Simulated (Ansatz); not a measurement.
Abridged output of a molecular run in Ansatz:

```
Functional definition: HF
973 factors; integrals over basis functions are off by at most 1.3e-3 eV
mean field evaluation 1: about -134855.1642 eV, gradient 1.8e1 eV
mean field evaluation 2: about -134855.2448 eV, gradient 1.8e1 eV
mean field evaluation 4: about -134856.3703 eV, gradient 2.3e0 eV
mean field evaluation 8: about -134856.3914 eV, gradient 2.2e-1 eV
mean field -134856.39159368 eV, -4955.8809821225 hartree, gradient 3.9e-6 eV, S^2 0.000000; 0 other end points of the search recorded, 0 dependent functions left out
23 core orbitals not correlated: weight in the atoms' cores, before any rotation towards them, 1.000 or more for the frozen orbitals, at most 0.000 for the correlated occupied ones
reference -134856.39159368 eV, -4955.8809821225 hartree; 19, 19 occupied and 110, 110 virtual orbitals, 973 factors
second order -18.50571724 eV of doubles, -0.00000000 eV of singles
cycle   1  -18.45493456 eV  change    5.1e-2 eV  update   9.5e-2
cycle   2  -18.96852994 eV  change   -5.1e-1 eV  update   2.7e-2
cycle   3  -19.03732904 eV  change   -6.9e-2 eV  update   1.3e-2
cycle   4  -19.02303389 eV  change    1.4e-2 eV  update   3.1e-3
cycle   5  -19.02266232 eV  change    3.7e-4 eV  update   1.2e-3
cycle   6  -19.02284565 eV  change   -1.8e-4 eV  update   3.4e-4
cycle   7  -19.02266333 eV  change    1.8e-4 eV  update   1.1e-4
cycle   8  -19.02271316 eV  change   -5.0e-5 eV  update   3.8e-5
cycle   9  -19.02272112 eV  change   -8.0e-6 eV  update   1.3e-5
perturbative correction -0.74356525 eV, -0.0273255188 hartree
Total energy: -134876.15788005 eV, -4956.6073797484 hartree
```

Its atoms:

Z-matrix (Å, degrees):
```
Ga
Cl 1 2.130
Br 1 2.272 2 115.6
H 1 1.547 2 121.7 3 -180.0
```

Which basis set was used?
A. def2-SVP
B. cc-pV(Q+d)Z
C. def2-TZVPP
D. def2-SVPD

C. It gives 152 functions.

Write the keys of the input that set method, charge and spin (a neutral closed shell needs none for the last two).


```yaml
correlation: {method: ccsd_t}
```
